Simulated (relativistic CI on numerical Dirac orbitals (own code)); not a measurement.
Ti2+ in a cubic cluster: 2p photoemission with charge transfer

Computed with a charge-transfer multiplet model of a cubic metal-ligand cluster with up to one ligand hole, Slater and spin-orbit integrals from Dirac-Coulomb-Breit ions, Slater integrals scaled by 0.7. The ground state mixes d2 with configurations of k ligand holes L, whose averages lie at kΔ + k(k − 1)U_dd/2; a core hole lowers each added d electron by U_cd. 20 K, Lorentzian 0.6 eV and Gaussian 0.8 eV FWHM.

Atomic integrals in eV (Slater integrals scaled, ζ unscaled), ground: F2dd 5.756, F4dd 3.579, zeta_d 0.013; with the core hole: F2dd 7.186, F4dd 4.510, zeta_d 0.027, zeta_core 3.743, F2cd 3.935, G1cd 2.866, G3cd 1.625.

Cluster parameters (eV): Δ = 5.3, U_dd = 4.4, 10Dq = 0.25, 10Dq(ligand) = 1.1, V(eg) = 1.9, V(t2g) = -0.9, final-state hopping factor = 0.9.

```tsv
Case	n_d	d2	d3L	S
U_cd = 3.9 eV	2.25	0.75	0.25	1.00
U_cd = 4.5 eV	2.25	0.75	0.25	1.00
U_cd = 5.1 eV	2.25	0.75	0.25	1.00
U_cd = 5.7 eV	2.25	0.75	0.25	1.00
U_cd = 6.9 eV	2.25	0.75	0.25	1.00
```

Weights, n_d and S are thermal averages at 20 K. Binding energies count from the first peak over 30 % of the highest in each spectrum, which can be another peak from case to case. The parameters are a model scan and need not match a compound or its usual spin state. Peaks in eV (height, largest 100):
- U_cd = 3.9 eV: 0.0 (100), 6.0 (45)
- U_cd = 4.5 eV: 0.0 (100), 6.0 (45)
- U_cd = 5.1 eV: 0.0 (100), 2.8 (14), 6.1 (46)
- U_cd = 5.7 eV: 0.0 (100), 2.9 (15), 6.2 (47)
- U_cd = 6.9 eV: 0.0 (100), 2.8 (18), 6.2 (49), 7.9 (29), 14.1 (8)

For the case U_cd = 5.7 eV, Δ = 5.3 eV is larger than U_dd = 4.4 eV, the Mott-Hubbard side of the Zaanen-Sawatzky-Allen scheme. With the core hole the configuration with one ligand hole lies at Δ − U_cd = 1.4, 0.8, 0.2, -0.4, -1.6 eV from the one without, in the order of the table; where this is negative the screened configuration lies lower, though the effective hopping of about 3.7 eV (from the holes of the mixed ground state) mixes the two strongly wherever it is as large as the gap.

With at most 1 ligand hole the space is cut while the next configuration still counts, so covalency is underestimated, and a final configuration with one more ligand hole, which can lie low, is missing from the spectra.
